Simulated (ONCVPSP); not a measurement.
u(r) = r·R(r): atom against pseudo-atom (Sc)

Columns: radius, all-electron u(r) and pseudo u(r) of the 3s shell (level -54.71 eV) of scandium in the configuration [Ne] 3s2 3p6 3d1 4s2; LDA (Perdew-Wang 92), scalar-relativistic, ONCV scheme, ONCVPSP 4.0.1.

| r (bohr) | all-electron | pseudo |
| --- | --- | --- |
| 0.138 | -0.2841 | 0.2195 |
| 0.275 | -0.5219 | 0.4280 |
| 0.413 | -0.0494 | 0.6181 |
| 0.550 | 0.4924 | 0.7759 |
| 0.688 | 0.8651 | 0.8924 |
| 0.825 | 1.0401 | 0.9579 |
| 0.963 | 1.0687 | 0.9703 |
| 1.100 | 1.0068 | 0.9336 |
| 1.238 | 0.8984 | 0.8574 |
| 1.375 | 0.7742 | 0.7568 |
| 1.513 | 0.6498 | 0.6448 |
| 1.650 | 0.5362 | 0.5354 |
| 1.788 | 0.4357 | 0.4357 |
| 1.925 | 0.3510 | 0.3509 |
| 2.062 | 0.2804 | 0.2804 |
| 2.200 | 0.2222 | 0.2222 |
| 2.338 | 0.1751 | 0.1751 |
| 2.475 | 0.1377 | 0.1377 |
| 2.613 | 0.1077 | 0.1077 |
| 2.750 | 0.0842 | 0.0841 |
| 2.888 | 0.0655 | 0.0655 |
| 3.025 | 0.0509 | 0.0509 |
| 3.162 | 0.0395 | 0.0395 |
| 3.300 | 0.0306 | 0.0306 |
| 3.438 | 0.0236 | 0.0236 |
| 3.575 | 0.0182 | 0.0182 |

How many radial nodes do the two functions have?

The all-electron 3s function has n − l − 1 = 2 (the table is too coarse to show those close to the nucleus); the pseudo-wave has 0, since the states of the same l below it are removed with the core.

At about which radius was the pseudo-wave matched?

1.85 bohr, where the columns begin to agree (steps of 0.14 bohr).

Is the pseudo-wave norm-conserving?

Yes: the ONCV scheme keeps the norm inside the radius equal to the all-electron one, which fixes the energy derivative of the logarithmic derivative at the level.
